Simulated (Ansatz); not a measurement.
Total energies of (BeSe)6 prism (Be₆Se₆) from Ansatz at PBE0-D4/def2-SVP, gas phase (1 Eh = 27.2114 eV = 2625.5 kJ/mol). The reference geometry is relaxed at r2SCAN-D4/def2-SVP.

Cartesian coordinates in Å:
```
Be -0.514 -1.801 -0.626
Se -2.018 -0.605 -1.643
Be -0.979 1.247 -1.177
Se 1.056 1.941 -1.501
Be 1.899 0.197 -0.515
Se 1.649 -1.944 -0.798
Be 0.979 -1.247 1.177
Se -1.056 -1.941 1.501
Be -1.899 -0.197 0.515
Se -1.649 1.944 0.798
Be 0.514 1.801 0.626
Se 2.018 0.605 1.643
```

```csv
state,geometry,energy (Eh)
charge 0 singlet,reference,-14494.79356
charge 1 doublet,reference,-14494.46914
charge -1 doublet,reference,-14494.85861
free Be atom (singlet),–,-14.61855
free Se atom (triplet),–,-2400.91098
```

Question: Work out the vertical ionisation energy to the doublet.

Answer: E(charge 1 doublet) − E(charge 0 singlet) = -14494.46914 − (-14494.79356) = 0.32442 Eh = 8.83 eV. For comparison, −ε of the highest occupied level is 7.34 eV at this level, 1.49 eV less.

Question: Work out the vertical electron affinity, to the doublet.

Answer: E(charge 0 singlet) − E(charge -1 doublet) = -14494.79356 − (-14494.85861) = 0.06505 Eh = 1.77 eV. The basis lacks diffuse functions, which makes affinities too small.

Question: Give the fundamental gap IE − EA, the Mulliken electronegativity (IE + EA)/2 and the hardness (IE − EA)/2.

Answer: From the values in Eh: IE − EA = 0.32442 − 0.06505 = 0.25937 Eh = 7.06 eV; (IE + EA)/2 = 5.30 eV; (IE − EA)/2 = 3.53 eV. The HOMO–LUMO gap of the same run is 4.29 eV, 2.77 eV smaller than the fundamental gap.

Question: What is the binding energy per atom against free atoms?

Answer: Atoms: 6 × (-14.61855) + 6 × (-2400.91098) = -14493.17718 Eh. Binding: -14493.17718 − (-14494.79356) = 1.61638 Eh = 43.98 eV, or 3.67 eV for each of 12 atoms (no zero-point energy, no counterpoise term).
